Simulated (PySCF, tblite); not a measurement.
Compound: C3H5F3OS.
SMILES with atom numbers: `[CH3:1][O:2][CH2:3][S:4][C:5]([F:6])([F:7])[F:8]` (hydrogens: H9, H10, H11 on C1; H12, H13 on C3)

Computed with GFN2-xTB (tblite), gas phase: Langevin dynamics at 200 K from the optimised GFN2-xTB geometry, time step 0.5 fs, friction 0.01 fs⁻¹, 2000 steps. Over the second half of the run the saved frames average 226 K.

Frame at 250 fs, instantaneous temperature 176 K:
```
atom  x, y, z in Å
C1      1.464    0.471    0.664
O2      0.555    0.575   -0.406
C3      0.090   -0.613   -0.830
S4     -0.977   -1.361    0.508
C5     -2.254   -0.068    0.413
F6     -3.279   -0.337    1.196
F7     -1.763    1.093    0.874
F8     -2.728    0.067   -0.819
H9      0.909   -0.045    1.507
H10     2.323   -0.171    0.390
H11     1.679    1.534    0.893
H12    -0.623   -0.404   -1.651
H13     0.843   -1.364   -0.943
```

Frame at 425 fs, instantaneous temperature 186 K:
```
atom  x, y, z in Å
C1      1.567    0.348    0.813
O2      0.539    0.447   -0.217
C3      0.049   -0.688   -0.595
S4     -1.125   -1.410    0.685
C5     -2.630   -0.353    0.634
F6     -3.367   -0.528    1.728
F7     -2.360    0.990    0.600
F8     -3.248   -0.669   -0.504
H9      1.164    0.186    1.794
H10     2.248   -0.475    0.545
H11     2.082    1.305    0.802
H12    -0.464   -0.587   -1.510
H13     0.716   -1.575   -0.716
```

Frame at 625 fs, instantaneous temperature 254 K:
```
atom  x, y, z in Å
C1      1.655   -0.203    0.703
O2      0.632    0.364   -0.062
C3     -0.300   -0.539   -0.445
S4     -1.205   -1.073    1.123
C5     -2.791   -0.397    0.601
F6     -3.826   -0.573    1.542
F7     -2.684    0.891    0.310
F8     -3.292   -0.989   -0.475
H9      1.344   -0.575    1.681
H10     2.065   -1.140    0.251
H11     2.480    0.542    0.877
H12    -0.982   -0.149   -1.201
H13     0.167   -1.478   -0.798
```

Frame at 800 fs, instantaneous temperature 221 K:
```
atom  x, y, z in Å
C1      1.806   -0.348    0.741
O2      0.700    0.246    0.081
C3     -0.359   -0.638   -0.168
S4     -1.522   -0.776    1.252
C5     -3.115   -0.295    0.415
F6     -4.129   -0.077    1.310
F7     -2.865    0.925   -0.084
F8     -3.450   -1.147   -0.557
H9      1.475   -0.599    1.817
H10     2.168   -1.215    0.247
H11     2.504    0.457    0.716
H12    -0.985   -0.221   -0.970
H13     0.011   -1.642   -0.439
```

Frame at 1000 fs, instantaneous temperature 239 K:
```
atom  x, y, z in Å
C1      1.501   -0.054    1.016
O2      0.479   -0.008    0.048
C3     -0.424   -1.075   -0.036
S4     -1.635   -0.997    1.391
C5     -3.172   -0.485    0.525
F6     -4.166   -0.425    1.352
F7     -3.018    0.794    0.062
F8     -3.427   -1.279   -0.563
H9      1.110   -0.098    2.017
H10     2.086   -1.036    1.012
H11     2.236    0.760    0.743
H12    -1.019   -0.905   -0.904
H13     0.017   -2.091    0.126
```

Q: What do single points at PBE0/pcSseg-1 (PySCF, gas phase) give on these frames?

A: 
```tsv
t (fs)	GFN2-xTB E above start (eV)	DFT E above lowest frame (eV)	HOMO (eV)	LUMO (eV)	dipole (D)
250	0.26	0.00	-7.62	0.08	2.59
425	0.37	0.12	-7.44	0.46	3.12
625	0.38	0.12	-7.72	-0.27	3.32
800	0.44	0.20	-7.44	-0.03	2.86
1000	0.45	0.17	-7.56	0.00	2.70
```

The two levels order the frames alike by energy but for pairs within 0.08 eV at one level; measured from each level's lowest frame they differ by 0.02 eV at most. The HOMO–LUMO gap runs from 7.41 to 7.90 eV. These are instantaneous structures, not minima.

Q: And the isotropic GIAO shieldings (ppm) from the same runs?

A: 
```tsv
atom	250 fs	425 fs	625 fs	800 fs	1000 fs	mean	range
C1	126.2	121.0	126.1	123.3	125.8	124.5	5.2
O2	291.3	282.2	280.5	280.9	276.8	282.3	14.5
C3	103.5	106.0	100.4	103.5	102.3	103.1	5.6
S4	391.5	332.8	342.6	300.7	320.8	337.7	90.8
C5	46.0	40.2	37.3	37.3	39.1	40.0	8.7
F6	234.3	225.6	198.6	214.2	238.9	222.3	40.3
F7	205.9	207.7	217.6	212.2	198.2	208.3	19.4
F8	239.3	209.8	211.3	215.4	209.5	217.1	29.8
H9	25.9	27.5	28.0	26.9	28.0	27.3	2.1
H10	28.6	28.7	28.7	29.0	27.9	28.6	1.1
H11	27.3	27.8	27.1	27.9	26.6	27.3	1.3
H12	25.0	26.3	26.2	25.9	26.3	25.9	1.3
H13	27.4	26.8	26.5	26.6	25.9	26.6	1.5
```

What follows is the cost of the whole dynamics run. The run took 12 s on Arm Neoverse V1, one thread, no GPU (shared host), and the process peaked at 0.19 GiB of memory.
